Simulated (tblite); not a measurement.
C₅H₁₅O₂Si (SMILES CCO[SiH](C)[OH+]CC), charge +1, singlet, geometry from GFN2-xTB; GFN1-xTB (tblite).

Here is a job for tblite.
```
$ tblite run mol.xyz --method gfn1 --charge 1 --spin 0 --efield 0,0,0.1 --json tblite.json --no-restart

# file mol.xyz
23

C      2.94369932     1.91177469     0.71550495
C      2.64124402     0.60970739    -0.00095751
O      1.23034019     0.45642314    -0.11564129
Si     0.26214938    -0.71284220    -0.59849238
C      0.14484599    -2.26186060     0.46752199
O     -1.19706517     0.23157620    -0.16869727
C     -2.57050323    -0.06891096    -0.48509897
C     -3.48893689     0.46102128     0.59570044
H      4.01886965     2.03260516     0.80233655
H      2.54227533     2.75459528     0.15936291
H      2.51145476     1.90704963     1.71253350
H      3.06763268     0.60847316    -1.00682324
H      3.04307334    -0.24286950     0.55099586
H      0.16235563    -0.85531801    -2.04114479
H     -0.73270441    -2.86366227     0.24628526
H      0.11483817    -2.01364593     1.52946283
H      1.00638691    -2.90789398     0.31757368
H     -1.07031623     1.16675901     0.05768486
H     -2.81443888     0.36276476    -1.45966455
H     -2.62611340    -1.15430626    -0.55532193
H     -4.51458084     0.19196662     0.36207418
H     -3.43148187     1.54550862     0.65987693
H     -3.23563725     0.03337901     1.56234442
```

Problem. What does tblite print? Leave out banner, timings and long lists.

Solution. 
```
xTB calculator
 | screened Coulomb repulsion
 | Coulomb electrostatics
 |  * isotropic Klopman-Ohno-Mataga-Nishimoto electrostatics
 |  * onsite third-order electrostatics
 | DFT-D3(BJ) dispersion correction
 | Interactions (1)
 | [1] electric field

halogen bonding energy    0.0000000000000E+00 Eh
repulsion energy          3.2449352244545E-01 Eh
dispersion energy        -8.7013927751036E-03 Eh
interaction energy        0.0000000000000E+00 Eh
number of electrons       5.0000000000000E+01 e
integral cutoff           2.8146159136829E+01 bohr

------------------------------------------------------------
  cycle        total energy    energy error   density error
------------------------------------------------------------
      1     -29.38965054057  -2.9705443E+01   3.8075809E-01
      2     -29.60154236126  -2.1189182E-01   2.0834652E-01
      3     -29.59947869726   2.0636640E-03   7.2542040E-02
      4     -29.60377004084  -4.2913436E-03   1.8220591E-02
      5     -29.60840066104  -4.6306202E-03   4.6712090E-03
      6     -29.60853067349  -1.3001245E-04   2.1726945E-03
      7     -29.60860661136  -7.5937863E-05   3.2880474E-04
      8     -29.60860805945  -1.4480895E-06   5.5966224E-05
      9     -29.60860806091  -1.4595791E-09   1.3351409E-05
------------------------------------------------------------

electronic energy        -2.9924400190576E+01 Eh
total energy             -2.9608608060905E+01 Eh

Post processing:
 | Mayer-Wiberg bond orders

[Info] JSON dump of results written to 'tblite.json'
```
